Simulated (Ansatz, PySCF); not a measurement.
Torsion H4–S1–Si2–Cl3 in ClHSSi (SMILES S[Si]Cl); at each angle all else is relaxed with GFN2-xTB, and the levels are single points there.
Geometry at 180° (charge 0, multiplicity 1):
```
atom    x (Å)    y (Å)    z (Å)
----  -------  -------  -------
S     -1.2210   0.5228   0.4754
Si     0.7777   0.8211  -0.3533
Cl     1.3313   2.4940   0.6777
H     -1.4829  -0.5609  -0.2439
```

On the grid 0° to 330°, 270° is the highest and 180° the lowest point at CCSD(T)/CBS(cc-pV(T+d)Z, cc-pV(Q+d)Z).

Cores are frozen in the correlated methods. CBS: X⁻³ extrapolation of the correlation energy, Hartree–Fock from the larger set. Rows in 6-31G* carry no dispersion term and start afresh at each structure (6-31G* with six Cartesian d functions).

The values were computed with Ansatz (a quantum-chemistry and plane-wave program) with Gaussian orbitals; PySCF for 6-31G* rows. 

Q: What energy at 270° less that at 180° does HF/6-31G* give?

A: 510 meV

Q: Estimate the energy at 270° less that at 180° that CCSD(T)/CBS(cc-pV(T+d)Z, cc-pV(Q+d)Z) returns for this input.

A: 492 meV

Q: What is the computed energy at 270° less that at 180° (PBE/def2-TZVPP)?

A: 518 meV
